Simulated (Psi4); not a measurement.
A dimer, H10Si4 ··· C2H4 (SMILES [SiH3][SiH]([SiH3])[SiH3] and C=C); the first 14 atoms form monomer A.

```
20

Si     0.0016     2.0813    -0.7650
Si     0.0636     0.2065     0.6529
Si     1.8955    -1.1488     0.0730
Si    -1.9250    -1.0234     0.4048
H      1.2631     2.8722    -0.6543
H     -0.1491     1.6168    -2.1762
H     -1.1538     2.9642    -0.4263
H      0.2019     0.6560     2.0735
H      3.1771    -0.3954     0.2108
H      1.7466    -1.5832    -1.3480
H      1.9526    -2.3627     0.9403
H     -1.9124    -2.2338     1.2788
H     -3.1123    -0.1879     0.7530
H     -2.0493    -1.4618    -1.0172
C     -1.9705     5.1248     4.3090
C     -3.0238     4.3218     4.2901
H     -1.8498     5.8884     5.0678
H     -1.1851     5.0519     3.5665
H     -3.1445     3.5582     3.5312
H     -3.8093     4.3947     5.0325
```

### Question
What interaction energy does Psi4 with SAPT0/jun-cc-pVDZ, frozen core give, and which attractive term is the largest?

### Answer
Total -0.68 kJ/mol: electrostatics 0.08, exchange 0.01, induction 0.00, dispersion -0.76. The most attractive term is dispersion.
